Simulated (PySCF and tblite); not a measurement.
Results of a calculation; reference values are marked as such.
C7H9N, numbered as in [CH2:1]=[CH:2][CH2:3][C:4](=[CH2:5])[CH2:6][C:7]#[N:8].

The ensemble was built from 150 distance-geometry starts (ETKDG, MMFF94s, GFN2-xTB) and rests on GFN2-xTB geometries. Weights use PBE0-D3(BJ)/pcSseg-1 energies plus GFN2-xTB zero-point and thermal terms (modes under about 100 cm⁻¹ blended into free rotors). Symmetry numbers and mirror images are counted. Conformers within 3 kcal/mol (GFN2-xTB free energy) were kept, 9 at most. Run with PySCF (density fitting) and tblite.

Rotational constants are equilibrium values for the commonest isotopes; dipoles come from the energy level named.

Torsions listed: C1–C2–C3–C4, C2–C3–C4–C6, C3–C4–C6–C7. Of a mirror pair one member is shown.

```tsv
conformer	shape	symmetry	weight %
1	118°, -70°, 165°	C1 (pair)	35.5
2	-113°, 66°, 67°	C1 (pair)	30.4
3	14°, 72°, -149°	C1 (pair)	10.6
4	16°, 75°, 70°	C1 (pair)	7.8
5	-118°, -166°, -61°	C1 (pair)	6.4
6	-118°, -164°, 68°	C1 (pair)	5.9
```

Not shown: 3 more, 3.5 % in all.

Sets of constants, in random order:

```
set  A (MHz)  B (MHz)  C (MHz)  abs μa (D)  abs μb (D)  abs μc (D)
  P     4007     1124      977        2.19        2.49        1.75
  Q     3300     1390     1186        3.49        1.48        1.83
  R     3223     1355     1172        3.29        1.31        1.25
  S     3659     1175      987        2.02        2.77        1.46
  T     2448     1665     1142        2.45        2.36        1.79
  U     3769     1178      980        3.84        0.63        1.37
```

(1) Match each set to its conformer.

The cap on conformers cut off some of the population, so the set may be incomplete.

## Answers

(1) P is conformer 6, Q is conformer 3, R is conformer 4, S is conformer 5, T is conformer 2, U is conformer 1.
